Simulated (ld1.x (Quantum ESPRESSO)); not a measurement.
**What one change does to a pseudopotential (argon (Ar), PAW)**

argon, PAW, made with ld1.x (Quantum ESPRESSO) 7.5 (revPBE, non-relativistic). Core [Ne], reference 3s2 3p5 (charge +1). Waves: 3s (bound): rcut 1.25, rcutus 1.40 bohr; 3s channel at 1.1 Ry: rcut 1.25, rcutus 1.40 bohr; 3p (bound): rcut 0.95, rcutus 1.10 bohr; 3p channel at -0.9 Ry: rcut 0.95, rcutus 1.10 bohr. Local part: all-electron potential smoothed inside 0.85 bohr (lloc = -1). Core correction: Bessel-smoothed model core, default radius (core density twice the valence density). Augmentation charge: PSQ, inside the norm-conserving radii.

Change: core correction Bessel-smoothed model core inside 0.94 bohr.

Cutoffs: the cutoffs (Ry, on a coarse ladder) from which the occupation-weighted sum of valence levels, in a spherical-Bessel basis at the reference potential, stays within 10 and 1 mRy of its value at 400 Ry; they do not see the model core or the augmentation charge, which bear on the density cutoff. Errors are all-electron minus pseudo energies relative to the spin-unpolarised reference configuration.

Question: How do hardness, ghosts and transferability respond?

Answer: The potential gets neither clearly harder nor softer (21 Ry and 80 Ry → 21 Ry and 80 Ry); the errors of the 6 common tests hardly move; neither file shows a bound ghost. The default core radius of the base comes out at 0.72 bohr. A wider model core is smoother and lowers the density cutoff, which this test does not measure.

```tsv
quantity	base	changed
cutoff, loose	21 Ry	21 Ry
cutoff, tight	80 Ry	80 Ry
bound ghosts	none	none
error for 3s2 3p6, meV [ΔE -16.04 eV]	-0.4	-0.4
error for 3s2 3p4, meV [ΔE 28.65 eV]	-1.9	-2.0
error for 3s2 3p3, meV [ΔE 71.21 eV]	-12	-13
error for 3s2 3p5.5, meV [ΔE -9.50 eV]	-0.1	-0.1
error for 3s1 3p6, meV [ΔE 14.38 eV]	-0.1	-0.1
error for 3s2 3p2, meV [ΔE 128.81 eV]	-43	-44
s: phases at 1.55 bohr within 0.05 rad from the reference energy up to (Ry; the scan ends near 5)	to the end of the scan	to the end of the scan
p: phases at 1.55 bohr within 0.05 rad from the reference energy up to (Ry; the scan ends near 5)	to the end of the scan	to the end of the scan
lowest overlap eigenvalue by channel	s 0.37, p 0.74	s 0.37, p 0.74
```
